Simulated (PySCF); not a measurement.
3-ethynylfuran (C6H4O), SMILES C#Cc1ccoc1. The structure is a stationary point at PBE0-D3(BJ)/def2-SVP.

Computed equilibrium geometry at PBE0-D3(BJ)/def2-SVP (PySCF confirms it by a frequency run) as Cartesian coordinates in Å, and its point group:
point group Cs.
```xyz
11

C      0.0190    -2.9723     0.0000
C      0.0062    -1.7592     0.0000
C      0.0067    -0.3396     0.0000
C      1.1494     0.5376     0.0000
C      0.6477     1.8008     0.0000
O     -0.7026     1.7735     0.0000
C     -1.0877     0.4893     0.0000
H      0.0273    -4.0464     0.0000
H      2.1950     0.2410     0.0000
H      1.1077     2.7853     0.0000
H     -2.1562     0.2923     0.0000
```
